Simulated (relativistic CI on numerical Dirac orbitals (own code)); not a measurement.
Sc²⁺ in a cubic cluster: 2p photoemission with charge transfer

Computed with a charge-transfer multiplet model of a cubic metal-ligand cluster with up to 2 ligand holes, Slater and spin-orbit integrals from Dirac-Coulomb-Breit ions, Slater integrals scaled by 0.8. The parameters are those of a tetrahedral site (10Dq negative, t2 hopping the larger). The ground state mixes d1 with configurations of k ligand holes L, whose averages lie at kΔ + k(k − 1)U_dd/2; a core hole lowers each added d electron by U_cd. 20 K, Lorentzian 0.6 eV and Gaussian 0.8 eV FWHM.

Atomic integrals in eV (Slater integrals scaled, ζ unscaled), ground: F2dd 4.710, F4dd 2.885, zeta_d 0.008; with the core hole: F2dd 4.710, F4dd 2.885, zeta_d 0.020, zeta_core 3.005, F2cd 4.113, G1cd 2.955, G3cd 1.675. Where a configuration has fewer than two d electrons, the dd integrals are those of d2.

Cluster parameters (eV): U_dd = 5, U_cd = 5.7, 10Dq = -0.35, 10Dq(ligand) = 0, V(eg) = 1.18, V(t2g) = -2, final-state hopping factor = 1.

| Case | n_d | d1 | d2L | d3L2 | S |
| --- | --- | --- | --- | --- | --- |
| Δ = 3.2 eV | 1.61 | 0.47 | 0.45 | 0.08 | 0.50 |
| Δ = 5.2 eV | 1.45 | 0.59 | 0.36 | 0.05 | 0.50 |
| Δ = 8.2 eV | 1.28 | 0.74 | 0.24 | 0.02 | 0.50 |

Weights, n_d and S are thermal averages at 20 K. Binding energies count from the first peak over 30 % of the highest in each spectrum, which can be another peak from case to case. The parameters are a model scan and need not match a compound or its usual spin state. Peaks in eV (height, largest 100):
- Δ = 3.2 eV: 0.0 (100), 4.8 (40), 10.2 (15), 15.0 (7)
- Δ = 5.2 eV: 0.0 (100), 4.6 (43), 9.4 (16), 14.2 (9)
- Δ = 8.2 eV: 0.0 (100), 4.5 (51), 9.1 (11), 13.9 (6)

Curve for Δ = 5.2 eV (points under 2 left out, the grid thinned):

```tsv
E (eV)	Intensity
-3.2	2.1
-2.8	2.7
-2.4	3.8
-1.9	6.3
-1.5	11.3
-1.1	24.8
-0.7	54.5
-0.2	94.8
0.2	96.6
0.6	70.6
1.0	40.4
1.4	22.0
1.9	14.2
2.3	12.6
2.7	10.7
3.1	11.5
3.6	19.4
4.0	30.9
4.4	41.0
4.8	41.6
5.3	32.0
5.7	22.8
6.1	16.9
6.5	13.9
6.9	10.9
7.4	6.6
7.8	5.1
8.2	5.7
8.6	8.9
9.1	14.7
9.5	16.2
9.9	13.7
10.3	9.9
10.8	5.9
11.2	4.1
11.6	3.3
12.0	2.5
13.0	2.1
13.5	4.3
13.9	7.6
14.3	8.6
14.7	6.0
15.2	3.2
15.6	2.5
16.0	2.1
```

For the case Δ = 5.2 eV, Δ = 5.2 eV is larger than U_dd = 5 eV, the Mott-Hubbard side of the Zaanen-Sawatzky-Allen scheme. With the core hole the configuration with one ligand hole lies at Δ − U_cd = -2.5, -0.5, 2.5 eV from the one without, in the order of the table; where this is negative the screened configuration lies lower, though the effective hopping of about 5.2 eV (from the holes of the mixed ground state) mixes the two strongly wherever it is as large as the gap.
